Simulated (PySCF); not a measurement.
Species: C₇H₁₀F₂O₂.
SMILES with atom numbers: `[F:1][CH:2]([F:3])[O:4][C@@H:5]1[CH2:6][CH2:7][C@H:8]2[O:9][C@H:10]2[CH2:11]1`

Probes without a nucleus sit at each ring's centroid and 1 Å off its mean plane on both sides; NICS is minus the shielding there, NICSzz its component along the normal. Level: GIAO PBE0/pcSseg-1 (PySCF, non-relativistic, gas phase) on the GFN2-xTB geometry, one conformer.

Ring bond lengths (Å), with Mayer bond orders in brackets: C5–C6 1.526 (1.01), C6–C7 1.528 (1.04), C7–C8 1.517 (1.00), C8–C10 1.467 (0.99), C10–C11 1.512 (1.02), C11–C5 1.530 (1.00); C8–O9 1.404 (0.90), O9–C10 1.399 (0.91), C10–C8 1.467 (0.99).

**Question.** What do the NICS probes read (ppm)?

**Answer.** 
```tsv
ring	type	NICS(0)	NICS(1), two faces	NICS(1)zz, two faces	rms pucker (Å)	centre to ring atoms, mean (Å)
C5–C6–C7–C8–C10–C11	6-membered carbocycle; formal bonds all single	-5.3	-2.1 / -5.1	2.8 / 2.6	0.22	1.47
C8–O9–C10	3-membered ring with O; formal bonds all single	-46.9	-5.7 / -7.3	-23.7 / -23.9	0.00	0.82
```

**Question.** What do they say, and how far can they be read as aromaticity?

**Answer.** 
- C5–C6–C7–C8–C10–C11: mean NICS(1)zz 2.7 ppm, near zero. C5, C6, C7, C8, C10, C11 have four or more neighbours; no verdict on aromaticity is drawn.
- C8–O9–C10: mean NICS(1)zz -23.8 ppm, shielded. C8, C10 have four or more neighbours, so the value isn't read as a sign of a π ring current. NICS(0) lies 40 ppm below the mean NICS(1).

**Question.** At the second NICS(1) probe listed for ring C5–C6–C7–C8–C10–C11, 1 Å off the ring, what do the in-plane components average?

**Answer.** The isotropic value is a third of the trace: (3 × -5.1 − (2.6))/2 = -8.9 ppm.

**Question.** How shielded are the nuclei of the rings and their hydrogens (means over atoms taken as equivalent)?

**Answer.** 
```json
{"atoms": "C5", "environment": "sp3 carbon bound to oxygen", "σ isotropic (ppm)": "108.0", "principal values of the symmetric part, first atom (ppm)": "76.2, 88.8, 159.0"}
{"atoms": "C6", "environment": "ring CH2 carbon", "σ isotropic (ppm)": "154.2", "principal values of the symmetric part, first atom (ppm)": "147.1, 150.8, 164.7"}
{"atoms": "C7", "environment": "ring CH2 carbon", "σ isotropic (ppm)": "158.4", "principal values of the symmetric part, first atom (ppm)": "149.4, 152.9, 173.0"}
{"atoms": "C8", "environment": "sp3 carbon bound to oxygen", "σ isotropic (ppm)": "138.4", "principal values of the symmetric part, first atom (ppm)": "84.6, 149.4, 181.1"}
{"atoms": "O9", "environment": "epoxide oxygen", "σ isotropic (ppm)": "296.7", "principal values of the symmetric part, first atom (ppm)": "132.7, 360.5, 396.9"}
{"atoms": "C10", "environment": "sp3 carbon bound to oxygen", "σ isotropic (ppm)": "133.8", "principal values of the symmetric part, first atom (ppm)": "86.7, 137.3, 177.6"}
{"atoms": "C11", "environment": "ring CH2 carbon", "σ isotropic (ppm)": "148.9", "principal values of the symmetric part, first atom (ppm)": "133.2, 147.7, 165.9"}
{"atoms": "H on C5", "environment": "methine hydrogen", "σ isotropic (ppm)": "27.95", "principal values of the symmetric part, first atom (ppm)": "24.1, 28.4, 31.4"}
{"atoms": "H on C6", "environment": "methylene hydrogen", "σ isotropic (ppm)": "29.91", "principal values of the symmetric part, first atom (ppm)": "24.9, 28.8, 36.0"}
{"atoms": "H on C6", "environment": "methylene hydrogen", "σ isotropic (ppm)": "30.26", "principal values of the symmetric part, first atom (ppm)": "26.7, 29.1, 35.0"}
{"atoms": "H on C7", "environment": "methylene hydrogen", "σ isotropic (ppm)": "29.72", "principal values of the symmetric part, first atom (ppm)": "25.5, 28.1, 35.5"}
{"atoms": "H on C7", "environment": "methylene hydrogen", "σ isotropic (ppm)": "29.68", "principal values of the symmetric part, first atom (ppm)": "24.6, 27.7, 36.7"}
{"atoms": "H on C8", "environment": "methine hydrogen", "σ isotropic (ppm)": "28.93", "principal values of the symmetric part, first atom (ppm)": "21.5, 26.8, 38.5"}
{"atoms": "H on C10", "environment": "methine hydrogen", "σ isotropic (ppm)": "28.74", "principal values of the symmetric part, first atom (ppm)": "21.7, 26.4, 38.1"}
```

The list is cut; further classes of hydrogen are left out.

Hardware: an Arm Neoverse V1 with one thread, shared host with 32 logical CPUs at a one-minute load of 29. Cost: 74 s wall (grids of density and orbitals included), 1.1 GiB resident at most. This is the whole shielding run at PBE0/pcSseg-1, SCF included.
